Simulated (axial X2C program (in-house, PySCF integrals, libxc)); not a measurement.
PdSn: a run with one poor setting

Calculated with an in-house all-electron X2C program for linear molecules (integrals from PySCF). Spin-free means the one-electron spin-free X2C Hamiltonian. Basis: Sn dyall-v2z [9s9p7d], Pd dyall-v2z [10s10p7d2f] (cores contracted in-house); Gaussian nuclei, density fitting, unrestricted open shells. Masses: Sn 119.902 u, Pd 105.903 u.

One setting of this run was spoiled on purpose, so its numbers are not properties of PdSn. Level: PBE0, scalar-relativistic; state M_S = 0, Λ = 0 (closed shell).

```
R (Å)  E − E(lowest point) (eV)  SCF iterations
2.112             not converged               6
2.209             not converged               6
2.282             not converged               6
2.355             not converged               6
2.428                    0.0000               2
2.513             not converged               6
2.598             not converged               6
2.707             not converged               6
2.841             not converged               6
3.035             not converged               6
```

Output at the reference distance:

```
spin-free X2C-1e  PBE0
basis functions 160  fitting functions 974  grid points 5801
iter        total energy     max residual
   1     -11221.273279619     1.01e-05
   2     -11221.273279619     6.16e-06
converged
one-electron -16453.09052513  Coulomb 5041.92165490  exact exchange -76.66480486  xc functional -234.71949955  nuclear repulsion 501.27989502
```

Task: Which setting was spoiled?
A. an excited determinant was followed
B. too few iterations allowed
C. density fitting set too sparse
D. virtual space cut too low
E. integration grid too coarse

Result: B. Too few iterations allowed: 3 iterations an attempt, two attempts.
